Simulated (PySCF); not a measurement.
Al(F)(Cl)(Et) (C2H5AlClF), SMILES C[CH2][Al]([Cl])[F].

Geometry: B3LYP-D3(BJ)/def2-SVP. The structure was generated by enumeration; whether it is a known compound was not checked. Other conformers were not sampled.

Two levels are set side by side: PBE/def2-TZVP (PySCF) and CAM-B3LYP/def2-TZVP (PySCF). Same geometry, gas phase. Differences are taken from unrounded values.

```tsv
quantity	CAM-B3LYP
orbital gap (eV)	10.08
highest occupied level (eV)	-9.80
lowest empty level (eV)	0.28
dipole moment (D)	2.32
mean polarisability (bohr³)	57.9
```

What does PBE give, and how far is it from CAM-B3LYP? (An estimate is asked for; the answer gives what the named calculation found.)


```
quantity                       PBE  PBE minus CAM-B3LYP
---------------------------  -----  -------------------
orbital gap (eV)              5.73                -4.35
highest occupied level (eV)  -7.13                 2.67
lowest empty level (eV)      -1.40                -1.68
dipole moment (D)             2.30                -0.02
mean polarisability (bohr³)   61.4                  3.5
```

Without exact exchange PBE keeps part of each electron's self-repulsion, which lifts occupied levels and narrows the gap. PBE's more diffuse valence density responds more strongly to a field. Differences between two approximate levels are no errors against the true value.

Rough cost on one machine, each run with all the roots and properties that it gave: CAM-B3LYP against PBE within a factor of 2.
